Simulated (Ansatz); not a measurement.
Job for Ansatz (an electronic-structure program): U-CCSDT(Q)/cc-pVTZ on OH (SMILES [OH+]), 2S+1 = 3, a spin state set in the input, which need not be the lowest. Charge +1.

Ansatz 0.2 input:
```yaml
crystal:
  periodic: [false, false, false]
  atoms:
    - {symbol: O, position_ang: [-0.00000000, -0.00000000, -0.11562548]}
    - {symbol: H, position_ang: [0.00000000, 0.00000000, 0.92500384]}
basis:
  gaussian:
    orbitals: cc-pVTZ
total_charge: 1
magnetization: {spin_polarized: true, initial_magnetization: 2}
correlation: {method: ccsdt_q, electrons: outside_noble_gas}
scf: {omitted_lower_state_checks: [cluster_reference]}
```

Problem. Give the final energy of this run.

Solution. -75.1696 hartree (reference determinant -75.0034, T1 diagnostic 0.009).

Problem. How many basis functions does it have, and what does it roughly cost on one machine?

Solution. 44 functions; about 16 core-seconds (a rough figure).
